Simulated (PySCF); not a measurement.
CH₈GeOSSi.
Structure used (PBE0-D3(BJ)/def2-SVP), in Å, numbered top down from 1:
```xyz
13
CH8GeOSSi angstrom
C      2.071    0.868   -0.401
S      1.644   -0.614    0.573
Si     0.492   -1.677   -0.884
O     -0.899   -0.861   -1.257
Ge    -2.031    0.007   -0.176
H      1.171    1.385   -0.760
H      2.623    1.542    0.268
H      2.714    0.609   -1.253
H      1.257   -1.831   -2.153
H      0.220   -2.997   -0.244
H     -1.417    1.374    0.169
H     -2.265   -0.835    1.091
H     -3.319    0.165   -0.995
```

The closed-shell ground state was solved at several levels (PySCF, density fitting, gas phase). Relativistic effects, spin–orbit coupling among them, are left out although an element past zinc is present.

```csv
level,basis functions,total energy (Eh),HOMO (eV),LUMO (eV),gap (eV),dipole (D)
PBE0/def2-TZVP,232,-2882.3258,-7.04,-0.14,6.90,1.46
PBE/def2-SVPD,196,-2881.5656,-5.88,-1.11,4.77,1.44
BHandHLYP/def2-SVPD,196,-2882.2659,-8.13,0.52,8.65,1.44
PBE0/6-31G*,112,-2881.9139,-6.92,0.01,6.93,1.54
LC-wPBE/def2-SVPD,196,-2881.8116,-9.76,1.75,11.51,1.48
CAM-B3LYP/def2-SVPD,196,-2882.4365,-8.37,0.64,9.01,1.43
PBE0/def2-SVPD,196,-2881.6979,-7.07,-0.27,6.80,1.46
B3LYP/def2-SVPD,196,-2882.4398,-6.83,-0.50,6.33,1.42
HF/def2-SVPD,196,-2878.7492,-9.84,2.06,11.90,1.49
wB97X-D/def2-SVPD,196,-2882.3755,-8.90,1.46,10.36,1.48
LDA/def2-SVPD,196,-2875.7265,-5.97,-1.34,4.63,1.45
```

Task: What might PBE0/def2-SVP (136 basis functions) give for the same quantities?

Result: Total energy -2881.6803 Eh, HOMO -6.98 eV, LUMO 0.14 eV, gap 7.12 eV, dipole 1.40 D.

Task: Over all these levels, which gives the widest orbital gap and which the narrowest?

Result: HF/def2-SVPD (Hartree–Fock, all exact exchange) has the widest, 11.90 eV, and LDA/def2-SVPD (LDA) the narrowest, 4.63 eV. The two share the basis. From the narrowest to the widest the HOMO moves by -3.87 eV and the LUMO by +3.40 eV.

Task: How much does the basis alone move the frontier levels among the 4 PBE0 rows (the withheld one included)?

Result: The HOMO by 0.15 eV and the LUMO by 0.41 eV. By rising basis size (HOMO, LUMO in eV): 6-31G* -6.92, 0.01; def2-SVP -6.98, 0.14; def2-SVPD -7.07, -0.27; def2-TZVP -7.04, -0.14.

Task: In the def2-SVPD basis, how does the gap go with the fixed share of exact exchange?

Result: LDA (0 %) 4.63 eV; PBE (0 %) 4.77 eV; B3LYP (20 %) 6.33 eV; PBE0 (25 %) 6.80 eV; BHandHLYP (50 %) 8.65 eV; HF (100 %) 11.90 eV. Each rise in the share widens the gap here.

Task: How far do the dipole and the HOMO energy spread over the levels?

Result: The dipole runs from 1.40 to 1.54 D (mean 1.46 D) and the HOMO from -9.84 to -5.88 eV.

One conformer stands for the species.

Note: wB97X-D ran without an empirical dispersion term, which enters the total energy and its gradient alone.
